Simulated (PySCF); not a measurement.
Molfile (atoms numbered from 1):
```
CH6OSSi
     RDKit          3D

 10  9  0  0  0  0  0  0  0  0999 V2000
   -1.7730    0.5306   -0.0442 C   0  0  0  0  0  0  0  0  0  0  0  0
   -0.3661    0.5480   -1.2034 S   0  0  0  0  0  0  0  0  0  0  0  0
    1.0811   -0.5526   -0.0643 Si  0  0  0  0  0  4  0  0  0  0  0  0
    2.5951    0.0611   -0.3554 O   0  0  0  0  0  0  0  0  0  0  0  0
   -2.1531   -0.4870    0.1195 H   0  0  0  0  0  0  0  0  0  0  0  0
   -1.5070    0.9860    0.9198 H   0  0  0  0  0  0  0  0  0  0  0  0
   -2.5681    1.1264   -0.5122 H   0  0  0  0  0  0  0  0  0  0  0  0
    0.6459   -0.4356    1.3648 H   0  0  0  0  0  0  0  0  0  0  0  0
    1.1777   -1.9877   -0.4407 H   0  0  0  0  0  0  0  0  0  0  0  0
    2.6859    1.0154   -0.2718 H   0  0  0  0  0  0  0  0  0  0  0  0
  1  2  1  0
  2  3  1  0
  3  4  1  0
  1  5  1  0
  1  6  1  0
  1  7  1  0
  3  8  1  0
  3  9  1  0
  4 10  1  0
M  END
```

Computational details: PBE0-D3(BJ)/def2-SVP geometry, GIAO KT3/pcSseg-2 shieldings, in PySCF 2.14 (single conformer, in vacuum, fast rotation and ring inversion assumed for equivalent nuclei, relativity neglected).

Scale: 13C (181.31 ppm) and 1H (31.35 ppm) and 29Si (358.24 ppm) against TMS; CS2 for 33S (525.97 ppm); 17O (323.80 ppm) vs H2O (reference shieldings calculated alike).

| atoms | nucleus | count | δ (ppm) |
| --- | --- | --- | --- |
| S2 | 33S | 1 | ? |
| H8/H9 | 1H | 2 | ? |
| H10 | 1H | 1 | 0.83 |
| C1 | 13C | 1 | 15.5 |
| Si3 | 29Si | 1 | -2.6 |
| H5/H6/H7 | 1H | 3 | 2.04 |
| O4 | 17O | 1 | 49.2 |

Complete the table.

Results:


- H8/H9: 5.46 ppm, hydrogen on a silicon bonded to O, S
- S2: -123 ppm, sulfur bonded to C, Si

OH and NH positions are those of a molecule without intermolecular hydrogen bonds; in solution they move with solvent, concentration and temperature, and exchange usually removes their couplings. Shifts are as computed, not scaled to solution data. Of 1211 compounds with measured shifts, 218 miss one by over three times the rms of a fit or turn the order of signals round; such compounds aren't used in these exercises. Experimental scales use liquid or dissolved standards, which lie at an offset from isolated H2O (liquid H2O: subtract about 36 ppm).
